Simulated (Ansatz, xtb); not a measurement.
## Isomers of C5H7OPS in order of energy

3 gas-phase structures of C5H7OPS, from a drawn sample of its isomers (lower ones may exist). Each was relaxed with GFN2-xTB; where two conformers were screened, the lower at r2SCAN-D4/def2-SVP is listed:

A. `CSC1=PC=C(C)O1`, a singlet
B. `CSC1=C(C)OC=P1`, a singlet
C. `C[P@H](=O)c1ccsc1`, a singlet

Make a reasoned guess at their ranking by r2SCAN-D4/def2-SVP single-point energy.

Calculated order at r2SCAN-D4/def2-SVP: C (0.000), A (0.659), B (0.711) eV.

Energies above the lowest of each column, in eV; the last columns are at B3LYP-D3(BJ)/def2-SVP geometries:

```csv
structure,GFN2-xTB,HF/STO-3G,r2SCAN-D4/def2-SVP,B3LYP-D3(BJ)/def2-SVP,CCSD(T)/def2-SVP + ΔMP2/def2-TZVPP
C,0.000,3.801,0.000,0.000,0.000
A,1.415,0.000,0.659,0.646,1.362
B,1.398,0.180,0.711,0.685,1.415
```

CCSD(T)/def2-SVP + ΔMP2/def2-TZVPP puts C lowest; HF/STO-3G picks A. Flexible structures stand in one conformer each, not always the lowest. The ΔMP2 step shifts differences by up to 0.827 eV, which makes them less sure. ΔMP2 is the change of the MP2 energy from the smaller to the larger basis.

Programs: Ansatz 0.2.0, xtb 6.7.1.
